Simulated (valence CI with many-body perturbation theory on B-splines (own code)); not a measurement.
# I XLI: key properties

Computed by configuration interaction combined with many-body perturbation theory (CI+MBPT): three valence electrons over a frozen Dirac-Fock core [Ne], a basis of 9 s, 9 p, 8 d, 6 f, 3 g, 1 h functions for each j, with the one-electron correlation potential Σ1, the two-electron term Σ2, the three-electron term Σ3, Breit, model QED; selected CI, second order for the rest, scaled by the run's own slope (own B-spline code, finite nucleus).

The last digits are not significant, and no measured levels were compared; by estimate large intervals hold to a few tenths of a per cent, small ones and those within an open d or f shell to about a per cent.

Levels are named by their leading jj configuration (3d3/2^4 stands for four electrons in 3d with j = 3/2), which in mixed levels can hold well under half, so a name can repeat and another be missing.

Rates and lifetimes use the calculated energies. Strong lines usually hold to 10 to 20 %, long lifetimes can be off by a factor of two.

(1) What is the ground level?

(2) Name the longest-lived excited levels whose lifetime is computed, and their main decay.

(3) How well does LS coupling describe the low levels?

(4) Where does the other parity begin?

(5) Among levels below 3380.4 × 10³ cm⁻¹, which E1 lines absorb most strongly from the ground level?

(6) What is the ionisation energy?

(7) What are the static dipole polarisabilities of the lowest levels?

## Answers

(1) (3s^2 3p1/2) J=1/2, composition 99 % 3s2 3p 2P°, g = 0.657.

(2) (3s 3p3/2 3d5/2) J=9/2 at 3120.9 × 10³ cm⁻¹ lives 618 ns, mostly by M1 to (3s 3p1/2 3d5/2) J=7/2; (3s^2 3p3/2) J=3/2 at 610.16 × 10³ cm⁻¹ lives 490 ns, mostly by M1 to (3s^2 3p1/2) J=1/2.

(3) Among the lowest 20 levels the leading LS term, summed over configurations, holds 68 % on average. For single configurations the figures are 63 % in LS and 86 % in jj coupling. Terms mix most in the J = 5/2 level at 2711.2 × 10³ cm⁻¹, where the leading one holds 33 %.

(4) At (3s 3p1/2^2) J=1/2, 793.62 × 10³ cm⁻¹.

(5) to (3s^2 3d3/2) J=3/2 at 5.462 nm, f = 0.353; to (3s 3p1/2 3p3/2) J=1/2 at 6.478 nm, f = 0.185; to (3s 3p1/2 3p3/2) J=3/2 at 6.768 nm, f = 0.108.

(6) 2927.7 eV; NIST lists 2926 ± 4 eV (theoretical).

(7) (3s^2 3p1/2) J=1/2 0.0138 bohr³, of which the core gives 0.000205.
